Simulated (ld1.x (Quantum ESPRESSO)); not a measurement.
## Scattering properties, TM semilocal potential for B (Z = 5)

ld1.x (Quantum ESPRESSO) 7.5 input, shortened:

```
&input
   title='B', zed=5., rel=1, dft='PBESOL', iswitch=3,
   config='[He] 2s2 2p0.5 3d-2'
 /
 &inputp
   pseudotype=1, tm=.true., lloc=1,
   nlcc=.true., rcore=1.20
 /
3
2S  1  0   2.00   0.00  1.20  1.20  0.0
3D  3  2  -2.00  -0.10  2.95  2.95  0.0
2P  2  1   0.50   0.00  3.85  3.85  0.0
 &test
   configts(1)='2s2 2p0.5'
 /
```

The phase is arctan(r·u′/u) with u = r·R(r), unwrapped; energies in Ry, scanned from -3 to 5 Ry. A pole is an energy at which the radial function vanishes at the test radius. The pseudo phase is shifted by a multiple of π to meet the all-electron one at the reference energy, and phase errors are pseudo minus all-electron; the curves can meet again beyond the range given. Levels narrower than the energy grid can be missing from the lists of poles.

```
channel  radius (bohr)  reference energy (Ry)  poles, all-electron      poles, pseudo  unbroken range about the reference energy with phases within 0.05 rad  phase error 1 Ry above the reference energy (rad)
      s           4.20                  -1.03    -0.99, 1.15, 4.43  -0.99, 1.14, 4.33                                                              below 2.3                                             -0.004
      p           4.20                  -0.59    -0.52, 1.28, 4.22  -0.52, 1.72, 4.97                                                             below -0.1                                             +0.880
      d           4.20                  -0.10           0.86, 3.24         0.86, 3.33                                                              below 1.7                                             +0.002
```

Phases in the p channel:

```tsv
E (Ry)	all-electron	pseudo
-3.00	1.426	1.426
-2.52	1.411	1.411
-2.04	1.389	1.390
-1.56	1.355	1.358
-1.08	1.283	1.288
-0.60	-1.028	-1.027
-0.12	-1.960	-1.908
0.36	-3.432	-2.625
0.84	-4.544	-4.336
1.32	-4.721	-4.620
1.80	-4.840	-4.728
2.28	-5.098	-4.818
2.76	-7.181	-4.989
3.24	-7.691	-6.541
3.72	-7.796	-7.635
4.20	-7.852	-7.769
4.68	-7.899	-7.828
```
